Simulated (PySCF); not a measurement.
C₈H₂₀BN.
Cartesian coordinates in Å at the PBE0-D3(BJ)/def2-SVP level; atoms count from 1:
```xyz
30
C8H20BN angstrom
C      3.1357    0.8154    0.6489
C      2.1872   -0.2146    0.0481
C      2.5386   -1.6155    0.5409
C      0.7262    0.1601    0.3318
C      0.2622    1.5064   -0.2720
B     -1.2102    1.2521   -0.9287
N     -1.5876   -0.2224   -0.2770
C     -2.1579   -0.0464    1.0669
C     -2.5234   -0.9792   -1.1131
C     -0.2587   -0.8763   -0.2050
H      4.1822    0.5868    0.3962
H      2.9136    1.8296    0.2876
H      3.0539    0.8256    1.7489
H      2.3137   -0.1939   -1.0515
H      3.6034   -1.8394    0.3710
H      1.9577   -2.3994    0.0317
H      2.3509   -1.7090    1.6243
H      0.6233    0.1899    1.4333
H      0.9702    1.8229   -1.0556
H      0.2838    2.2988    0.4930
H     -2.1192    2.0168   -0.6227
H     -1.1739    1.0469   -2.1401
H     -1.5115    0.6098    1.6598
H     -2.2627   -1.0199    1.5741
H     -3.1397    0.4329    0.9747
H     -2.0777   -1.1284   -2.1036
H     -2.7589   -1.9540   -0.6552
H     -3.4461   -0.3965   -1.2315
H     -0.3258   -1.8036    0.3882
H      0.0138   -1.1446   -1.2379
```

Probes without a nucleus sit at each ring's centroid and 1 Å off its mean plane on both sides; NICS is minus the shielding there, NICSzz its component along the normal. Level: GIAO HF/pcSseg-1 (PySCF, non-relativistic, gas phase) on the PBE0-D3(BJ)/def2-SVP geometry, one conformer.

Ring bond lengths (Å): C4–C5 1.547, C5–B6 1.632, B6–N7 1.656, N7–C10 1.483, C10–C4 1.527.

Q: Give the NICS values of each ring in ppm.

A: 
| ring | type | NICS(0) | NICS(1), two faces | NICS(1)zz, two faces | rms pucker (Å) | centre to ring atoms, mean (Å) |
| --- | --- | --- | --- | --- | --- | --- |
| C4–C5–B6–N7–C10 | 5-membered ring with B and N; formal bonds all single | -5.8 | -4.0 / -3.1 | -4.3 / -1.0 | 0.19 | 1.31 |

Q: What do they say, and how far can they be read as aromaticity?

A: 
- C4–C5–B6–N7–C10: mean NICS(1)zz -2.6 ppm, near zero. C4, C5, B6, N7, C10 have four or more neighbours; no verdict on aromaticity is drawn. The two faces differ by 3.3 ppm, so no symmetry operation interchanges them.

Q: What is the mean of the two in-plane components of NICS at the first NICS(1) probe listed for ring C4–C5–B6–N7–C10, 1 Å off the ring?

A: The isotropic value is a third of the trace: (3 × -4.0 − (-4.3))/2 = -3.9 ppm.

Q: Give the inner angles of the rings.

A: 
- C4–C5–B6–N7–C10: C4 105.1°, C5 107.0°, B6 100.7°, N7 102.0°, C10 107.2°; sum 522.0° against 540° for a flat convex ring.

Q: What are the shieldings of the ring atoms and their hydrogens in the same run (means over atoms taken as equivalent)?

A: 
| atoms | environment | σ isotropic (ppm) | principal values of the symmetric part, first atom (ppm) |
| --- | --- | --- | --- |
| C4 | sp3 CH carbon | 151.8 | 131.4, 153.8, 170.2 |
| C5 | sp3 carbon bound to boron | 175.3 | 154.4, 173.4, 198.1 |
| B6 | four-coordinate boron | 117.5 | 95.7, 112.5, 144.3 |
| N7 | nitrogen bonded to B and 3 C | 220.3 | 200.4, 214.8, 245.6 |
| C10 | sp3 carbon bound to nitrogen | 127.9 | 95.2, 121.1, 167.4 |
| H18 | methine hydrogen | 30.88 | 27.3, 31.3, 34.0 |
| H19 | methylene hydrogen | 31.38 | 26.4, 30.4, 37.3 |
| H20 | methylene hydrogen | 30.92 | 26.2, 28.6, 37.9 |
| H21 | B–H hydrogen | 29.58 | 25.7, 28.8, 34.2 |
| H22 | B–H hydrogen | 29.73 | 25.3, 29.8, 34.1 |
| H29 | methylene hydrogen | 29.73 | 23.9, 31.0, 34.3 |
| H30 | methylene hydrogen | 29.70 | 24.3, 31.2, 33.7 |

Q: How do the values depend on the level or the medium?

A: 
```
             level  NICS(0), C4–C5–B6–N7–C10  mean NICS(1)zz, C4–C5–B6–N7–C10
  HF/pcSseg-1, gas                      -5.8                             -2.6
PBE0/pcSseg-1, gas                      -5.3                             -2.4
```

The geometry is the same throughout.
